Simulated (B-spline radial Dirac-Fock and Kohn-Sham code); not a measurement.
Z = 36 (krypton), transition energy 200 keV. The computed values come from a radial finite-basis atomic code: a Dirac-Hartree-Slater potential of the neutral atom with a Latter tail (no hole, which puts coefficients of high multipoles low close above an edge), finite nucleus with surface currents. Subshells that would emit electrons below 1 keV are left out.

Question: A pure transition shows α(K) = 0.572, L1/L2 = 9.17 and L1/L3 = 7.51. What is its multipolarity?
A. E3
B. M3
C. E4
D. M1
E. E2
F. M2
G. E1
H. M4

Answer: B. For comparison, α(K), L1/L2, L1/L3 are E1 0.0104, 31.0, 19.3; E2 0.0632, 8.05, 6.83; E3 0.324, 2.55, 2.56; E4 1.58, 1.07, 1.16; M1 0.0181, 27.7, 71.1; M2 0.106, 14.7, 23.9; M4 3.09, 6.38, 3.46.
